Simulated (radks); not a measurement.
Task: Species: W I. Configuration: [Xe] 4f14 5d4 6s2. All-electron calculation, Dirac Kohn-Sham, Wu-Cohen GGA, spin-unpolarised, spherical densities, point nucleus; open shells are shared between the two j in proportion to 2j + 1. Program: a radial shooting solver on a logarithmic mesh with Libxc functionals. Some entries of the table are withheld. Estimate them.

orbital  occ.  eigenvalue (eV)  <r> (bohr)
1s1/2       2        -69393.75     0.01834
2s1/2       2        -11968.68     0.07694
2p1/2       2        -11445.68         (1)
2p3/2       4        -10092.67         (2)
3s1/2       2        -2756.084      0.2006
3p1/2       2              (3)      0.1906
3p3/2       4              (4)      0.2053
3d3/2       4        -1838.274         (5)
3d5/2       6        -1774.662         (6)
4s1/2       2        -568.3540      0.4494
4p1/2       2        -471.7705      0.4546
4p3/2       4        -403.9229      0.4879
4d3/2       4        -245.2905      0.5048
4d5/2       6        -232.7934      0.5162
5s1/2       2         -78.9058       1.068
5p1/2       2         -50.3000       1.177
5p3/2       4         -40.4521       1.282
4f5/2       6         -34.3680      0.6030
4f7/2       8         -32.1298      0.6127
6s1/2       2              (7)       3.154
5d3/2     1.6          -4.9593       2.017
5d5/2     2.4          -4.2310       2.115
6p1/2       0          -1.6925       4.391
6p3/2       0          -1.1904       4.970

Result: 
(1) 2p1/2 <r> (bohr): 0.06365
(2) 2p3/2 <r> (bohr): 0.07161
(3) 3p1/2 eigenvalue (eV): -2523.153
(4) 3p3/2 eigenvalue (eV): -2230.609
(5) 3d3/2 <r> (bohr): 0.1797
(6) 3d5/2 <r> (bohr): 0.1842
(7) 6s1/2 eigenvalue (eV): -5.7632
